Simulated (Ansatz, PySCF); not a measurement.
C2H5BrF2Ge, singlet, at a GFN2-xTB geometry, with bond 9-1 at 1.8 times its length. Base run: CASSCF(2,4)/STO-3G run with PySCF.

Input for PySCF:
```python
from pyscf import gto, scf, mcscf
import numpy

mol = gto.Mole()
mol.atom = '''
    C    -2.86573418   -0.15500640    0.02344482
    C    -1.93796897    0.99111099   -0.33516458
    Ge   -0.01218676    0.40808648   -0.46691669
    F     0.28836571   -0.43772743   -1.97956515
    F     1.07604503    1.77654340   -0.66617980
    Br    0.86877612   -0.91451055    1.17663465
    H    -2.60300455   -0.58912977    0.98757269
    H    -2.82434490   -0.93986581   -0.72988381
    H    -4.70772678    0.50537999    0.12689149
    H    -1.97577213    1.78440545    0.41051187
    H    -2.18248037    1.41584572   -1.30797142
'''
mol.basis = 'sto-3g'
mol.verbose = 4
mol.build()

mf = scf.RHF(mol)
mf.kernel()
mc = mcscf.CASSCF(mf, 4, 2)
mc.fix_spin_(ss=0.0)
mc.kernel()
occ = numpy.linalg.eigvalsh(mc.fcisolver.make_rdm1(mc.ci, mc.ncas, mc.nelecas))[::-1]
ss = mc.fcisolver.spin_square(mc.ci, mc.ncas, mc.nelecas)[0]
print('natural occupations', occ.round(4), ' <S^2>', round(ss, 4))
```

Programs used: Ansatz (a quantum-chemistry and plane-wave program), PySCF; a row that names a program was run with it.

Variants of this job, named by their change:

| change | ΔE vs base (mEh) | natural occupations | <S^2> of the state |
|---|---|---|---|
| base | 0.000 | 1.72 0.28 0.00 0.00 | 0.00 |
| fix_spin_ = off | 0.000 | 1.72 0.28 0.00 0.00 | 0.00 |
| orbitals = fixed (CASCI) | 44.751 | 1.86 0.14 0.00 0.00 | 0.00 |
| code = ansatz; correction = SC-NEVPT2, all electrons | -162.4 | - | - |
| active space = 2 electrons, 2 orbitals | 0.040 | 1.72 0.28 | 0.00 |
| orbitals = fixed (CASCI); correction = SC-NEVPT2 | -159.1 | 1.86 0.14 0.00 0.00 | 0.00 |
| active space = 10 electrons, 8 orbitals | -48.127 | 2.00 2.00 1.97 1.96 1.72 0.28 0.05 0.04 | 0.00 |
| conv_tol = 1e-5 | 0.039 | 1.72 0.28 0.00 0.00 | 0.00 |
| solver = newton | 0.000 | 1.72 0.28 0.00 0.00 | 0.00 |
| correction = SC-NEVPT2 | -162.8 | 1.72 0.28 0.00 0.00 | 0.00 |
| start = MP2 natural orbitals | -0.039 | 1.72 0.28 0.00 0.00 | 0.00 |

Active orbitals are taken around the Fermi level unless the row says otherwise; CASSCF can end in different local minima, and two programs can end on different orbitals. State-averaged rows give the lowest state.

Ansatz warned in this series: the state or the total is in doubt.
